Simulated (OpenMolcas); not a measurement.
An atom or ion with 32 electrons was computed by MS-CASPT2, IPEA 0.25 Eh, imaginary shift 0.1 Eh with spin-orbit coupling (OpenMolcas, ANO-RCC-VTZP, DKH2). The lowest levels that the run gave, each within 12 % of the measured value where one is at hand:

```json
{"J": "0", "Parity": "even", "E (cm-1)": "0.0", "g": ""}
{"J": "1", "Parity": "even", "E (cm-1)": "3350", "g": "1.501"}
{"J": "2", "Parity": "even", "E (cm-1)": "6950", "g": "1.465"}
{"J": "2", "Parity": "even", "E (cm-1)": "19210", "g": "1.036"}
{"J": "0", "Parity": "even", "E (cm-1)": "38290", "g": ""}
{"J": "2", "Parity": "odd", "E (cm-1)": "91540", "g": "1.999"}
{"J": "2", "Parity": "odd", "E (cm-1)": "125690", "g": "1.179"}
{"J": "1", "Parity": "odd", "E (cm-1)": "125750", "g": "0.521"}
{"J": "3", "Parity": "odd", "E (cm-1)": "126430", "g": "1.334"}
{"J": "0", "Parity": "odd", "E (cm-1)": "147000", "g": ""}
{"J": "1", "Parity": "odd", "E (cm-1)": "147270", "g": "1.483"}
{"J": "2", "Parity": "odd", "E (cm-1)": "147760", "g": "1.487"}
```

Question: Which ion is it, and what are the configurations and terms?

Answer: Kr V (Z = 36, charge +4; active space 4 electrons in 4 orbitals (4s 4p)). J, parity and g give the terms where levels are pure, and mixed ones are named by the computed weights; the size of the splittings, set against known spectra of the 32-electron sequence, gives the charge. In order, with the measured energies in cm-1 (Saloman, J. Phys. Chem. Ref. Data 36, 215 (2007)): 4s2 4p2 3P0, 4s2 4p2 3P1 (3743), 4s2 4p2 3P2 (7595), 4s2 4p2 1D2 (19723), 4s2 4p2 1S0 (39204), 4s 4p3 5S* 2, 4s 4p3 3D* 2, 4s 4p3 3D* 1, 4s 4p3 3D* 3 (131016), 4s 4p3 3P* 0 (147925), 4s 4p3 3P* 1 (148287), 4s 4p3 3P* 2 (148668).

CASPT2 does not keep the components of a term degenerate, so their means are used; among the terms shown or strongly mixed into the levels shown the widest spread is 550 cm-1 (4s 4p3 3D*). Over all roots computed the reference weight is 0.87 to 0.99; the roots of lowest weight are the least certain, and an intruder state may touch them. Terms from blocks run as CI alone lack orbitals of their own. Terms of s pⁿ other than that of highest spin mix with s² pⁿ⁻² d, which this space lacks; all of them can be thousands of cm-1 off, and some have no real level of that name. Computed and measured levels are paired by configuration, term and J; levels that our copy of the source lacks, or whose pairing is in doubt (as where it misses far off the trend of its configuration), stay unpaired and out of the deviations. Only configurations of the active space appear.

* marks odd parity.
